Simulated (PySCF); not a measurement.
Rotational lines of SnH⁺

Lines J+1 ← J of the vibrational ground state, computed from RHF-CCSD(T) constants of SnH⁺, ¹Σ⁺ (singlet), closed shell (Sn cc-pVDZ-PP with ECP28, H cc-pVDZ; scalar-relativistic core potentials (PySCF 2.14); masses 119.9022 and 1.0078 u), in MHz:

| J | ν (MHz) |
| --- | --- |
| 5 | 1932496 |
| 6 | 2252450 |
| 7 | 2571423 |
| 8 | 2889273 |
| 9 | 3205861 |

Problem. Find B0 and the effective bond length r0; with αe = 0.134 cm⁻¹, find Re.

Solution. ν = 2B0(J+1) − 4D(J+1)³ gives B0 = 5.3858 cm⁻¹. With the reduced mass μred = 0.99942 u, r0 = √(16.8576/(μred·B0)) (u, cm⁻¹, Å) = 1.7697 Å. Be = B0 + αe/2 = 5.4528 cm⁻¹ gives Re = 1.759 Å.

Correlated steps freeze 4 core orbitals. Correlated levels converge slowly with the basis: in double zeta they bind strong bonds too weakly, by up to about 1 eV, and carry superposition errors of some tenths. Spin–orbit coupling is left out, which matters for elements this heavy, above all for dissociation energies. For an ion De counts to the pair picked by the measured ionisation energies or electron affinities, which need not be the lowest pair at this level. Where the molecule has an RHF reference, its open-shell atoms are computed with UHF.
